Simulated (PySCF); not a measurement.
## Excitation energy of Br by level of theory

Br [Ar] 3d10 4s2 4p5 (2P) → Br [Ar] 3d10 4s1 4p6 (2S), as a difference of total energies. All numbers are calculated (PySCF 2.14, the spin-free X2C one-electron Hamiltonian (Gaussian nucleus), in aug-cc-pVDZ-DK (6s5p3d, 36 functions)). Correlated levels: valence: [Ar] 3d10 frozen. The calculations carry no spin-orbit coupling.

```tsv
method	excitation energy (cm⁻¹)
UHF	121630
LDA	98977
PBE	99343
PBE0	105060
r2SCAN	103790
wB97X	106940
wB97M-V	106540
B2PLYP	104600
TPSS	100900
ROHF	122380
MP2 (valence)	105220
SCS-MP2 (valence)	103180
```

A first-order spin-orbit estimate (lowest level to lowest level, LS coupling) adds 0.146 eV.

The upper state lies above the first ionisation limit, where it may autoionise and the basis confines it.
